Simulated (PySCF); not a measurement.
# `[SiH3][SiH2][SiH2]Cl`: 4 charge schemes on one density

Compound: ClH₇Si₃.
Cartesian coordinates in Å at the PBE0-D3(BJ)/def2-SVP level; atoms count from 1:
```xyz
11
ClH7Si3 angstrom
Si     1.8226   -0.5095    0.0124
Si     0.0952    1.0719   -0.1300
Si    -1.9053   -0.1091    0.1584
Cl    -1.6569   -1.8898   -0.8925
H      3.1488    0.1721    0.1223
H      1.8116   -1.3743   -1.2038
H      1.6102   -1.3547    1.2268
H      0.0958    1.7368   -1.4705
H      0.2247    2.1187    0.9329
H     -3.1153    0.5800   -0.3770
H     -2.1336   -0.4461    1.5945
```

Density: PBE0/pcSseg-1 (PySCF); schemes: Mulliken, IAO, Hirshfeld and ESP-fitted. The structure is a single PBE0-D3(BJ)/def2-SVP conformer in the gas phase; no vibrational or solvent corrections.

Problem. Tabulate the Mulliken, IAO, Hirshfeld and ESP-fitted charges.

Solution. In e; atoms taken as equivalent share a row and are averaged (×n: the atom named and its like, n in all):

| atom | environment | Mulliken | IAO | Hirshfeld | ESP-fitted |
| --- | --- | --- | --- | --- | --- |
| Si1 | SiH3 silicon | +0.206 | +0.291 | +0.209 | +0.161 |
| Si2 | SiH2 silicon | -0.042 | +0.126 | +0.144 | +0.125 |
| Si3 | chlorine-bound silicon | +0.425 | +0.509 | +0.259 | +0.231 |
| Cl4 | silicon-bound chlorine | -0.335 | -0.323 | -0.132 | -0.198 |
| H5/H6/H7 | Si–H hydrogen | -0.047 | -0.087 | -0.070 | -0.050 |
| H8/H9 | Si–H hydrogen | -0.017 | -0.075 | -0.068 | -0.051 |
| H10/H11 | Si–H hydrogen | -0.039 | -0.097 | -0.068 | -0.035 |

Mean size of the charges over all atoms: IAO 0.168 e, Mulliken 0.115 e, Hirshfeld 0.111 e, ESP-fitted 0.094 e. Each set sums to the total charge, 0, to within 0.001 e. The ESP scheme fits charges at the nuclei, held to the total charge, to the electrostatic potential on points at 1.4 to 2.0 times the van der Waals radii.

Lowest charge. All schemes agree: Mulliken Cl4 (-0.335); IAO Cl4 (-0.323); Hirshfeld Cl4 (-0.132); ESP-fitted Cl4 (-0.198).

Highest charge. All schemes agree: Mulliken Si3 (+0.425); IAO Si3 (+0.509); Hirshfeld Si3 (+0.259); ESP-fitted Si3 (+0.231).

Problem. Sum the charges by element, for elements with more than one atom.

Solution. 
| element | atoms | Mulliken | IAO | Hirshfeld | ESP-fitted |
| --- | --- | --- | --- | --- | --- |
| Si | 3 | +0.588 | +0.927 | +0.613 | +0.517 |
| H | 7 | -0.253 | -0.604 | -0.481 | -0.320 |

Problem. How closely do the schemes follow one another over all atoms?

Solution. Correlation coefficient and root-mean-square difference: IAO with ESP-fitted 0.98, 0.106 e; Hirshfeld with ESP-fitted 0.97, 0.033 e; IAO with Hirshfeld 0.96, 0.099 e; Mulliken with IAO 0.95, 0.074 e; Mulliken with ESP-fitted 0.90, 0.090 e; Mulliken with Hirshfeld 0.83, 0.101 e.
